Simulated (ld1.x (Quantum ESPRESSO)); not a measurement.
**Mo: one change to a TM potential, before and after**

Mo, norm-conserving Troullier–Martins (Kleinman–Bylander form), made with ld1.x (Quantum ESPRESSO) 7.5 (PBE, scalar-relativistic). Core [Ar] 3d10, reference 4s2 4p6 4d3 5s0 5p0 (charge +3). Waves: 4s (bound): rc 1.40 bohr; 4d (bound): rc 2.40 bohr; 4p (bound): rc 1.85 bohr. Local part: the p channel. Core correction: a·sin(br)/r model core, default radius (core density twice the valence density).

All-electron outer shells of the reference configuration (PBE, scalar-relativistic, ld1.x):

```json
{"shell": "3d", "level (eV)": "-253.80", "outermost node (bohr)": "–", "outermost maximum (bohr)": "0.32"}
{"shell": "4s", "level (eV)": "-96.30", "outermost node (bohr)": "0.51", "outermost maximum (bohr)": "0.99"}
{"shell": "4p", "level (eV)": "-70.02", "outermost node (bohr)": "0.52", "outermost maximum (bohr)": "1.06"}
{"shell": "4d", "level (eV)": "-32.91", "outermost node (bohr)": "0.53", "outermost maximum (bohr)": "1.32"}
{"shell": "5s", "level (eV)": "-26.70", "outermost node (bohr)": "1.30", "outermost maximum (bohr)": "2.46"}
{"shell": "5p", "level (eV)": "-20.67", "outermost node (bohr)": "1.46", "outermost maximum (bohr)": "2.86"}
```

Change: wave 4s (bound): rc 1.40 bohr becomes 4s (bound): rc 1.42 bohr.

Cutoffs: the cutoffs (Ry, on a coarse ladder) from which the occupation-weighted sum of valence levels, in a spherical-Bessel basis at the reference potential, stays within 10 and 1 mRy of its value at 400 Ry; they do not see the model core or the augmentation charge, which bear on the density cutoff. Errors are all-electron minus pseudo energies relative to the spin-unpolarised reference configuration.

**Question.** How do hardness, ghosts and transferability respond?

**Answer.** The potential gets neither clearly harder nor softer (70 Ry and 120 Ry → 70 Ry and 120 Ry); the errors of the 7 common tests hardly move; neither file shows a bound ghost.

```tsv
quantity	base	changed
cutoff, loose	70 Ry	70 Ry
cutoff, tight	120 Ry	120 Ry
loose cutoff by channel (10 mRy a level)	s 70 Ry, d 30 Ry, p 21 Ry	s 60 Ry, d 30 Ry, p 21 Ry
bound ghosts	none	none
error for 4s2 4p6 4d5 5s1 5p0, meV [ΔE -49.10 eV]	+214	+228
error for 4s2 4p6 4d5 5s0 5p0, meV [ΔE -42.21 eV]	+48	+48
error for 4s2 4p6 4d4 5s0 5p0, meV [ΔE -26.74 eV]	+21	+21
error for 4s2 4p6 4d4 5s1 5p1, meV [ΔE -45.36 eV]	+329	+348
error for 4s2 4p6 4d5 5s0 5p1, meV [ΔE -45.96 eV]	+103	+103
error for 4s2 4p6 4d4 5s1 5p0, meV [ΔE -41.03 eV]	+285	+307
error for 4s2 4p6 4d5 5s0.5 5p0, meV [ΔE -46.37 eV]	+143	+152
s: phases at 2.60 bohr within 0.05 rad from the reference energy up to (Ry; the scan ends near 5)	-2.6	-2.6
p: phases at 2.60 bohr within 0.05 rad from the reference energy up to (Ry; the scan ends near 5)	-1.9	-1.9
d: phases at 2.60 bohr within 0.05 rad from the reference energy up to (Ry; the scan ends near 5)	to the end of the scan	to the end of the scan
```
